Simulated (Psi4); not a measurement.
A dimer, CHF3 ··· BCl3 (SMILES FC(F)F and ClB(Cl)Cl); the first 5 atoms form monomer A.

```
9

F     -1.0406    -0.5849    -0.5627
C      0.0048     0.0575    -0.0237
F      1.1149    -0.6489    -0.2781
F     -0.1687     0.1145     1.3040
H      0.0895     1.0617    -0.4395
Cl    -2.4717     2.0965     0.0840
B     -3.5201     0.7415     0.4166
Cl    -4.5596     0.1153    -0.8377
Cl    -3.5283     0.0123     2.0022
```

What interaction energy does SAPT0/jun-cc-pVDZ, frozen core in Psi4 give, and which attractive term is the largest?

Total 1.44 kJ/mol: electrostatics -13.95, exchange 30.16, induction -3.20, dispersion -11.58. The most attractive term is electrostatics.
